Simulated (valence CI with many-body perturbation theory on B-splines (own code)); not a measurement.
## Which ion has this spectrum?

A relativistic CI+MBPT calculation for an atom or ion with 8 electrons gives these levels (eV):

```
J  Parity       E     g
2    even     0.0  1.34
0    even    35.9      
1    even   281.8  1.49
2    even   298.1  1.13
2     odd   529.3  1.48
1     odd   579.3  1.22
0    even   593.0      
0     odd   818.6      
1     odd   850.0  1.24
0    even  1139.5      
2     odd  4105.3  1.53
1     odd  4111.7  1.20
1    even  4177.7  1.52
2    even  4179.5  1.21
```

The energies are calculated, and their last digits are not significant.

(1) Which is it?
A. Te44+
B. In41+
C. I45+
D. Sn42+

## Answers

(1) A. Te44+, ground level (2s^2 2p1/2^2 2p3/2^2) J=2.
